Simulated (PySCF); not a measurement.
**Frontier levels across methods**

Compound: C₄H₄BFO.
Z-matrix (Å and degrees, PBE0-D3(BJ)/def2-SVP geometry), rows numbered from 1:
```
F 
B   1  1.3241
C   2  1.5287  1  120.47
C   3  1.3799  2  131.04  1  -179.38
C   4  1.4176  3  107.21  2   179.37
C   5  1.3707  4  105.22  3     0.03
O   6  1.3310  5  111.14  4    -0.06
H   2  1.2096  1  118.49  3  -179.94
H   4  1.0886  3  125.28  2    -0.63
H   5  1.0874  4  128.12  3   179.98
H   6  1.0882  5  132.47  4   179.89
```

Basis pcSseg-1 throughout (PySCF), one geometry. Isolated species at its PBE0-D3(BJ)/def2-SVP geometry (one conformer only).

Task: How do the orbital energies, the gap and the dipole change with the method?

Result: 
| method | kind | HOMO (eV) | LUMO (eV) | gap (eV) | μ (D) | SCF cycles |
| --- | --- | --- | --- | --- | --- | --- |
| B97-D | GGA | -6.19 | -2.27 | 3.92 | 2.64 | 16 |
| KT3 | GGA | -6.23 | -2.34 | 3.90 | 2.62 | 16 |
| OPBE | GGA | -6.24 | -2.30 | 3.94 | 2.57 | 16 |
| PBE | GGA | -6.28 | -2.40 | 3.88 | 2.60 | 16 |
| BP86 | GGA | -6.38 | -2.49 | 3.90 | 2.62 | 16 |
| B3LYP | global hybrid | -7.06 | -1.73 | 5.33 | 2.71 | 14 |
| wB97X-D | range-separated hybrid | -9.04 | 0.23 | 9.27 | 2.63 | 14 |
| LC-wPBE | range-separated hybrid | -9.79 | 0.62 | 10.42 | 2.48 | 15 |

The HOMO spans 3.60 eV, from B97-D down to LC-wPBE, and the gap runs from 3.88 eV (PBE) to 10.42 eV (LC-wPBE). The dipole ranges from 2.48 D (LC-wPBE) to 2.71 D (B3LYP). This basis has no diffuse functions.
